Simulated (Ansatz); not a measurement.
Start from `[O]=[Nb]([OH])([Cl])[Cl]` and change one element to get `[O]=[Ta]([OH])([Cl])[Cl]`.

Ansatz, PBE0-D4/def2-TZVP geometries, multiplicity 1. Each molecule was computed in one conformer, which needn't be the lowest.

Elements past krypton have def2 core potentials.

| property | `[O]=[Nb]([OH])([Cl])[Cl]` |
| --- | --- |
| HOMO–LUMO gap (PBE/def2-TZVPP) / eV | 4.73 |
| HOMO energy (PBE/def2-TZVPP) / eV | -8.01 |
| size of the dipole moment (PBE/def2-TZVPP) / D | 2.39 |
| HOMO–LUMO gap (ωB97M-V/def2-TZVPP) / eV | 11.23 |
| LUMO energy (B3LYP/def2-TZVPP) / eV | -2.76 |
| size of the dipole moment (B3LYP/def2-TZVPP) / D | 2.37 |

Q: Give the same properties after the change, and the shifts. (An estimate is asked.)

A: Ansatz gave: 
| property | `[O]=[Ta]([OH])([Cl])[Cl]` | shift |
| --- | --- | --- |
| HOMO–LUMO gap (PBE/def2-TZVPP) / eV | 4.94 | 0.21 |
| HOMO energy (PBE/def2-TZVPP) / eV | -7.98 | 0.03 |
| size of the dipole moment (PBE/def2-TZVPP) / D | 3.31 | 0.92 |
| HOMO–LUMO gap (ωB97M-V/def2-TZVPP) / eV | 11.55 | 0.32 |
| LUMO energy (B3LYP/def2-TZVPP) / eV | -2.47 | 0.29 |
| size of the dipole moment (B3LYP/def2-TZVPP) / D | 3.46 | 1.09 |

Dipoles are sizes alone; their direction can turn.

B3LYP here is the variant with VWN-RPA as its local correlation; programs differ in this.
